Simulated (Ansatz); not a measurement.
C₃H₈BCl₂N, SMILES `CC(C)NB(Cl)Cl`. Charge 0, multiplicity 1.

```xyz
15

C    -1.095   -1.029    0.531
C    -0.427    0.333    0.429
C     0.817    0.432    1.299
N    -0.154    0.707   -0.962
B     0.668    0.134   -1.917
Cl    1.649   -1.303   -1.630
Cl    0.746    0.876   -3.523
H    -0.422   -1.822    0.201
H    -1.997   -1.066   -0.083
H    -1.376   -1.232    1.567
H    -1.142    1.079    0.790
H     1.565   -0.303    0.999
H     0.559    0.246    2.344
H     1.263    1.425    1.226
H    -0.655    1.525   -1.270
```

Question: What are the harmonic wavenumbers in cm⁻¹ at PBE0-D4/def2-TZVP (Ansatz, finite differences of forces, unscaled)? (An estimate is asked.)

Answer: The calculation gave: 56, 110, 151, 228, 239, 241, 292, 383, 416, 495, 501, 609, 617, 830, 926, 928, 955, 1007, 1145, 1165, 1205, 1340, 1354, 1385, 1394, 1413, 1474, 1485, 1486, 1504, 1539, 3055, 3056, 3060, 3132, 3135, 3144, 3149, 3635.

Question: Is this a minimum?

Answer: Yes, all 39 modes are real.

Question: Give the ideal-gas thermochemistry at 298.15 K and 1 bar (rigid rotor, harmonic oscillator; point group Cs, symmetry number 1).

Answer: Zero-point energy 312.5 kJ/mol; H(298) − E = 337.8 kJ/mol; entropy 387.3 J/(mol·K), of which translation 170.5, rotation 122.5, vibration 94.3; G(298) − E = 222.3 kJ/mol. Modes under 100 cm⁻¹ are hindered rotations or soft bends, so the harmonic entropy is rough.

Question: And at 400, 500, 600, 800 and 1000 K?

Answer: 
```
T (K)  H − E (kJ/mol)  S (J/mol/K)  G − E (kJ/mol)
  400           353.1        431.2           180.6
  500           370.8        470.7           135.5
  600           390.9        507.3            86.6
  800           436.7        572.9           -21.6
 1000           488.1        630.1          -142.0
```
